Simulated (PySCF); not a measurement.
PySCF input file for C₂H₄BBrO, SMILES C=CB(O)Br, TDA-PBE/def2-SVPD. The structure is a stationary point at B3LYP-D3(BJ)/def2-SVP. The structure was generated by enumeration, and PubChem lists no compound with its InChIKey, so it may never have been made. The values are those of a single conformer.

```python
import numpy as np
from pyscf import gto, scf, dft, tdscf

mol = gto.M(
    atom='''
    B    -0.31866082    0.56905000   -0.00000000
    Br    0.19200884   -1.32301165   -0.00000000
    C     0.78277459    1.65983009    0.00000000
    C     0.48131145    2.96884759    0.00000000
    H     1.83632229    1.36056046   -0.00000000
    H     1.25178940    3.74737205   -0.00000001
    H    -0.55948579    3.30957968   -0.00000001
    O    -1.62726777    0.89241451    0.00000000
    H    -2.22200526    0.13126341    0.00000000
    ''',
    basis='def2-SVPD',
    charge=0,
    spin=0,
    symmetry=True,
    max_memory=1600,
    verbose=4,
)
mf = dft.RKS(mol, xc='pbe').density_fit(auxbasis='def2-universal-jkfit')
mf.grids.level = 3
mf.conv_tol = 1e-9
mf.max_cycle = 100
mf.kernel()
mf.grids = dft.Grids(mol).set(level=1).build(with_non0tab=True)  # coarser grid for the response kernel
td = tdscf.TDA(mf)
td.singlet = True
td.nstates = 10
td.conv_tol = 1e-4
td.positive_eig_threshold = 1e-6
td.kernel(x0=td.get_init_guess(mf, 15))
td.analyze()
tt = tdscf.TDA(mf)
tt.singlet = False
tt.nstates = 4
tt.conv_tol = 1e-4
tt.positive_eig_threshold = 1e-6
tt.kernel(x0=tt.get_init_guess(mf, 9))
tt.analyze(verbose=3)
```

Output:

```
PySCF version 2.14.0

[INPUT] verbose = 4
[INPUT] num. atoms = 9
[INPUT] num. electrons = 64
[INPUT] charge = 0
[INPUT] spin (= nelec alpha-beta = 2S) = 0
[INPUT] symmetry True subgroup None
[INPUT] Mole.unit = angstrom
[INPUT] Symbol           X                Y                Z      unit          X                Y                Z       unit  Magmom
[INPUT]  1 B     -0.318660820000   0.569050000000   0.000000000000 AA   -0.602181676429   1.075348651184   0.000000000000 Bohr   0.0
[INPUT]  2 Br     0.192008840000  -1.323011650000   0.000000000000 AA    0.362844121095  -2.500129678109   0.000000000000 Bohr   0.0
[INPUT]  3 C      0.782774590000   1.659830090000   0.000000000000 AA    1.479229592369   3.136624283412   0.000000000000 Bohr   0.0
[INPUT]  4 C      0.481311450000   2.968847590000   0.000000000000 AA    0.909546821117   5.610308850675   0.000000000000 Bohr   0.0
[INPUT]  5 H      1.836322290000   1.360560460000   0.000000000000 AA    3.470146204534   2.571086645312   0.000000000000 Bohr   0.0
[INPUT]  6 H      1.251789400000   3.747372050000  -0.000000010000 AA    2.365539131634   7.081506861350  -0.000000018897 Bohr   0.0
[INPUT]  7 H     -0.559485790000   3.309579680000  -0.000000010000 AA   -1.057274913686   6.254199182626  -0.000000018897 Bohr   0.0
[INPUT]  8 O     -1.627267770000   0.892414510000   0.000000000000 AA   -3.075090416632   1.686419013488   0.000000000000 Bohr   0.0
[INPUT]  9 H     -2.222005260000   0.131263410000   0.000000000000 AA   -4.198981388743   0.248051895076   0.000000000000 Bohr   0.0

nuclear repulsion = 274.765748919382
point group symmetry = Cs
symmetry origin: [ 5.90539395e-10  2.95269503e-10 -5.90539414e-10]
symmetry axis x: [ 1.00000000e+00  1.81860007e-10 -1.81051899e-10]
symmetry axis y: [ 1.81860007e-10 -1.00000000e+00  4.26319654e-10]
symmetry axis z: [1.81051899e-10 4.26319660e-10 1.00000000e+00]
num. orbitals of irrep A' = 110
num. orbitals of irrep A" = 46
number of shells = 64
number of NR pGTOs = 246
number of NR cGTOs = 156
basis = def2-SVPD
ecp = {}


[settings echo left out]
init E= -2751.13215675896
HOMO (A') = -0.304681101303676  LUMO (A") = -0.149418099514697  gap/eV = 4.22492
cycle= 1 E= -2751.77231040016  delta_E= -0.64  |g|= 0.752  |ddm|= 4.74
HOMO (A") = -0.159608884063222  LUMO (A") = -0.0273613125344823  gap/eV = 3.59864
cycle= 2 E= -2751.28409948055  delta_E= 0.488  |g|= 1.68  |ddm|= 2.11
HOMO (A") = -0.237660921085909  LUMO (A") = -0.0796380354111093  gap/eV = 4.30002
cycle= 3 E= -2751.87206181509  delta_E= -0.588  |g|= 0.234  |ddm|= 1.58
HOMO (A') = -0.259882534688863  LUMO (A") = -0.0990811232653486  gap/eV = 4.37563
cycle= 4 E= -2751.88571059546  delta_E= -0.0136  |g|= 0.078  |ddm|= 0.356
HOMO (A") = -0.260227983986452  LUMO (A") = -0.0939097706035126  gap/eV = 4.52575
cycle= 5 E= -2751.88706345021  delta_E= -0.00135  |g|= 0.0297  |ddm|= 0.126
HOMO (A') = -0.259004380313004  LUMO (A") = -0.0933461165071106  gap/eV = 4.50779
cycle= 6 E= -2751.88718479548  delta_E= -0.000121  |g|= 0.0231  |ddm|= 0.0641
HOMO (A') = -0.259030595027589  LUMO (A") = -0.0933999775842533  gap/eV = 4.50704
cycle= 7 E= -2751.88733386491  delta_E= -0.000149  |g|= 0.00322  |ddm|= 0.0249
HOMO (A') = -0.259453231341502  LUMO (A") = -0.0934834943377738  gap/eV = 4.51627
cycle= 8 E= -2751.88733595216  delta_E= -2.09e-06  |g|= 0.000863  |ddm|= 0.00486
HOMO (A') = -0.259381839537697  LUMO (A") = -0.0934954148977996  gap/eV = 4.51400
cycle= 9 E= -2751.88733610618  delta_E= -1.54e-07  |g|= 0.000184  |ddm|= 0.00139
HOMO (A') = -0.259395540507529  LUMO (A") = -0.093481886988859  gap/eV = 4.51474
cycle= 10 E= -2751.88733611464  delta_E= -8.47e-09  |g|= 7.2e-05  |ddm|= 0.000374
HOMO (A') = -0.259392154242698  LUMO (A") = -0.0934891361083192  gap/eV = 4.51445
cycle= 11 E= -2751.88733611632  delta_E= -1.67e-09  |g|= 1.71e-05  |ddm|= 0.000128
HOMO (A') = -0.259392070056573  LUMO (A") = -0.0934875781152362  gap/eV = 4.51449
cycle= 12 E= -2751.88733611642  delta_E= -1.04e-10  |g|= 1.92e-06  |ddm|= 3.29e-05
HOMO (A') = -0.259392083148486  LUMO (A") = -0.0934875090815686  gap/eV = 4.51449
Extra cycle  E= -2751.88733611643  delta_E= -3.64e-12  |g|= 3e-06  |ddm|= 6.71e-06
converged SCF energy = -2751.88733611643
tot grids = 37944
Overwritten attributes  positive_eig_threshold  of <class 'pyscf.tdscf.rks.TDA'>


******** <class 'pyscf.tdscf.rks.TDA'> for <class 'pyscf.df.df_jk.DFSymAdaptedRKS'> ********
nstates = 10 singlet
deg_eia_thresh = 1.000e-03
wfnsym = None
conv_tol = 0.0001
eigh lindep = 1e-12
eigh level_shift = 0
eigh max_cycle = 100


Excitation energies (eV)
[4.56387917 5.20758807 5.70913788 6.29048411 6.47659222 6.50085284
 6.58529484 6.8846189  7.23483498 7.35603824]

** Singlet excitation energies and oscillator strengths **
Excited State   1:   A"      4.56388 eV    271.66 nm  f=0.0001
      32 -> 33       -0.70621
Excited State   2:   A'      5.20759 eV    238.08 nm  f=0.1194
      30 -> 33       -0.56736
      31 -> 33        0.39285
Excited State   3:   A"      5.70914 eV    217.17 nm  f=0.0000
      29 -> 33       -0.70306
Excited State   4:   A'      6.29048 eV    197.10 nm  f=0.3936
      30 -> 33        0.36928
      31 -> 33        0.52286
      31 -> 37        0.23067
Excited State   5:   A"      6.47659 eV    191.43 nm  f=0.0001
      28 -> 33       -0.69611
      31 -> 34        0.10500
Excited State   6:   A"      6.50085 eV    190.72 nm  f=0.0006
      28 -> 33       -0.10411
      31 -> 34       -0.69911
Excited State   7:   A'      6.58529 eV    188.27 nm  f=0.0676
      32 -> 34       -0.69568
Excited State   8:   A"      6.88462 eV    180.09 nm  f=0.0202
      30 -> 34        0.70639
Excited State   9:   A"      7.23483 eV    171.37 nm  f=0.0025
      31 -> 35       -0.70215
Excited State  10:   A'      7.35604 eV    168.55 nm  f=0.0306
      32 -> 35        0.69125

** Transition electric dipole moments (AU) **
state          X           Y           Z        Dip. S.      Osc.
  1        -0.0000     -0.0000      0.0323      0.0010      0.0001
  2        -0.0706      0.9650     -0.0000      0.9362      0.1194
  3        -0.0000     -0.0000      0.0100      0.0001      0.0000
  4         0.4702      1.5274     -0.0000      2.5539      0.3936
  5        -0.0000     -0.0000      0.0276      0.0008      0.0001
  6        -0.0000     -0.0000      0.0616      0.0038      0.0006
  7        -0.6375      0.1121     -0.0000      0.4190      0.0676
  8         0.0000      0.0000      0.3459      0.1197      0.0202
  9         0.0000      0.0000      0.1199      0.0144      0.0025
 10         0.2133      0.3529     -0.0000      0.1700      0.0306

** Transition velocity dipole moments (imaginary part, AU) **
state          X           Y           Z        Dip. S.      Osc.
  1         0.0000      0.0000      0.0166      0.0003      0.0011
  2         0.0190      0.0503     -0.0000      0.0029      0.0101
  3         0.0000      0.0000      0.0379      0.0014      0.0046
  4         0.0667      0.1440     -0.0000      0.0252      0.0726
  5        -0.0000     -0.0000     -0.0126      0.0002      0.0004
  6        -0.0000     -0.0000     -0.0035      0.0000      0.0000
  7        -0.1041     -0.0030     -0.0000      0.0109      0.0299
  8         0.0000      0.0000      0.0601      0.0036      0.0095
  9        -0.0000     -0.0000      0.0516      0.0027      0.0067
 10         0.1005      0.0751     -0.0000      0.0157      0.0388

** Transition magnetic dipole moments (imaginary part, AU) **
state          X           Y           Z
  1         0.0071     -0.2501      0.0000
  2         0.0000     -0.0000     -0.1666
  3         0.2785      0.5036      0.0000
  4        -0.0000     -0.0000     -0.0325
  5         0.1211     -0.4848     -0.0000
  6         0.5982     -0.2403     -0.0000
  7         0.0000     -0.0000      0.7097
  8         0.2447      0.3636     -0.0000
  9         0.2302     -0.0043     -0.0000
 10        -0.0000     -0.0000      0.1035


******** <class 'pyscf.tdscf.rks.TDA'> for <class 'pyscf.df.df_jk.DFSymAdaptedRKS'> ********
nstates = 4 triplet
deg_eia_thresh = 1.000e-03
wfnsym = None
conv_tol = 0.0001
eigh lindep = 1e-12
eigh level_shift = 0
eigh max_cycle = 100


Excitation energies (eV)
[3.78932643 4.4465692  4.68293975 5.26434808]

** Triplet excitation energies and oscillator strengths **
Excited State   1:   A'      3.78933 eV    327.19 nm  f=0.0000
Excited State   2:   A"      4.44657 eV    278.83 nm  f=0.0000
Excited State   3:   A'      4.68294 eV    264.76 nm  f=0.0000
Excited State   4:   A"      5.26435 eV    235.52 nm  f=0.0000
```

Self-consistency was reached.

Cost: very roughly 80 core-seconds.
